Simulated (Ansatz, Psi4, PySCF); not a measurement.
cyclopropane (C3H6), singlet, at a GFN2-xTB geometry. Base run: PBE/aug-cc-pVDZ (PySCF).

Input for PySCF:
```python
from pyscf import gto, scf, dft

mol = gto.M(
    atom='''
C    -0.001647    0.863879    0.014277
C     0.749028   -0.430640    0.000480
C    -0.747382   -0.433240   -0.014757
H    -0.011940    1.440071    0.926921
H     0.006394    1.469948   -0.878830
H     1.270736   -0.710376   -0.902067
H     1.252402   -0.740253    0.903684
H    -1.267963   -0.744633    0.878021
H    -1.249629   -0.714756   -0.927730
''',
    basis='aug-cc-pvdz',
    charge=0,
    spin=0,
    verbose=3,
)

mf = dft.RKS(mol)
mf.xc = 'pbe'
mf.kernel()
```

The same geometry, method and basis name were run in Ansatz (a program for electronic structure) and Psi4 and PySCF, at each program's defaults and at the settings that a row names. The base is PySCF at its defaults. Differences at the defaults can come from grids, fitting, cores and function types together.

| code and settings | ΔE vs base (µEh) | basis functions | E (Eh) | SCF cycles |
|---|---|---|---|---|
| PySCF, defaults (exact integrals, its default grid, spherical functions) | 0.0 | 123 | -117.73493 | 7 |
| Psi4, defaults (density fitting with its default set, its default grid, spherical functions) | -100 | 123 | -117.73503 | 7 |
| Ansatz, defaults (factorised integrals, its default grid, spherical functions) | 0.2 | 123 | -117.73493 | - |
| PySCF, density fitting with def2-universal-jkfit | -78.6 | 123 | -117.73501 | 7 |
| PySCF, fine grid | 1.2 | 123 | -117.73493 | 7 |
| Psi4, exact integrals, spherical functions, fine grid | 1.2 | 123 | -117.73493 | 10 |
| Ansatz, high accuracy | 1.5 | 123 | -117.73493 | - |
